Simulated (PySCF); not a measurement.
**J couplings in methyl selenocyanate**

Geometry:
```json
{"atom": "C1", "x (Å)": "-1.018", "y (Å)": "-0.027", "z (Å)": "0.119"}
{"atom": "Se2", "x (Å)": "0.479", "y (Å)": "-1.267", "z (Å)": "0.259"}
{"atom": "C3", "x (Å)": "1.803", "y (Å)": "-0.011", "z (Å)": "0.130"}
{"atom": "N4", "x (Å)": "2.656", "y (Å)": "0.763", "z (Å)": "0.051"}
{"atom": "H5", "x (Å)": "-0.983", "y (Å)": "0.484", "z (Å)": "-0.839"}
{"atom": "H6", "x (Å)": "-1.911", "y (Å)": "-0.648", "z (Å)": "0.182"}
{"atom": "H7", "x (Å)": "-0.991", "y (Å)": "0.676", "z (Å)": "0.947"}
```

Indirect spin–spin couplings were computed at B97-2/pcJ-2 (pcSseg-2 on Se) (PySCF 2.14) on a PBE0-D3(BJ)/def2-TZVP structure, for the isolated molecule, without vibrational or relativistic corrections. Couplings are averaged over pairs made equivalent by symmetry, fast rotation or ring inversion, so a value needn't be that of the named pair in this geometry, while other rotamers aren't included; one pair stands for each set, and the list holds those of at least 1.5 Hz over up to four bonds.

Isotopes: ¹³C, ¹H, ¹⁵N.

| pair | bonds | J (Hz) |
| --- | --- | --- |
| C1, H5 | 1 | 138.3 |
| C3, N4 | 1 | ? |
| C1, C3 | 2 | ? |
| H5, H6 | 2 | -9.5 |
| C3, H5 | 3 | 5.5 |

Task: Estimate the withheld couplings, with signs.

Result: 
- ¹J(C3,N4) = -7.2 Hz (bond length 1.155 Å)
- ²J(C1,C3) = -2.3 Hz (angle at Se2 97°)

Relativistic effects of the heavier atoms present are left out.
